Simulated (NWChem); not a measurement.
**Atomisation of H₄AsSi**

SMILES: [AsH][SiH3]
```xyz
6

Si    -1.4415    -0.5646     0.0448
As     0.7455     0.3405    -0.0258
H     -1.6489    -1.3550     1.2985
H     -2.4329     0.5523     0.0081
H     -1.6806    -1.4619    -1.1289
H      1.3421    -1.0680     0.0454
```
Charge 0, spin multiplicity 2.

The numbers come from NWChem runs, not from measurements. The geometry was optimised at UPBE0/def2-SVP, a minimum by its harmonic frequencies.

Basis set: def2-TZVP. The atomisation energy is electronic alone: no zero-point, thermal, spin-orbit or counterpoise terms. No value is extrapolated to the basis-set limit. Free atoms are single determinants with multiplicities Si 3, As 4, H 2. Correlated methods freeze the same cores in atoms and molecule, 14 orbitals in all.

```
method                        atomisation energy (kcal/mol)  relative cost
----------------------------  -----------------------------  -------------
LC-wPBE (omega 0.3 per bohr)                          350.9              6
PBE                                                   354.0        under 3
MP2                                                   331.8        under 3
TPSS                                                  370.0        under 3
PBE0                                                  352.6        under 3
HF                                                    261.9        under 3
BHandHLYP                                             354.9              1
B3LYP                                                 359.0        under 3
```

The values span 108.1 kcal/mol, from HF (lowest) to TPSS (highest). Relative cost: rough, from shared machines, SCF included, BHandHLYP = 1. Costs are the molecule's.

The Hamiltonian is non-relativistic. B3LYP has NWChem's definition, with VWN1-RPA local correlation. GW and range-separated runs recompute their integrals, the others keep them in memory, which bears on the times. The structure started from a generated list of species. The stability of the SCF solutions was not checked. Open-shell Hartree-Fock references start from PBE0 orbitals; any time given for them includes that run.
